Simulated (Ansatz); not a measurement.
Basis-set series for H4HfO4 (`[OH][Hf]([OH])([OH])[OH]`). The species carries charge 0 and has multiplicity 1. Hf takes the def2 core potential. The structure was optimised at the PBE0-D4/def2-TZVP level. It is one conformer, not always the lowest.

| functional | basis | functions | energy (Eh) | HOMO (eV) | LUMO (eV) |
| --- | --- | --- | --- | --- | --- |
| PBE0-D4 | def2-SVP | 108 | -351.01490 | -8.29 | 0.26 |
| PBE0-D4 | def2-TZVPP | 236 | -351.40891 | -8.53 | 0.02 |
| ωB97M-V | def2-SVP | 108 | -351.17344 | -10.73 | 1.46 |
| ωB97M-V | def2-TZVPP | 236 | -351.57694 | -10.99 | 1.15 |

Give the rows for def2-QZVPP. (An estimate is asked.)

Ansatz gave: 
```tsv
functional	basis	functions	energy (Eh)	HOMO (eV)	LUMO (eV)
PBE0-D4	def2-QZVPP	429	-351.42741	-8.61	-0.28
ωB97M-V	def2-QZVPP	429	-351.59448	-11.07	0.56
```

Positive LUMOs are unbound and depend on the basis.
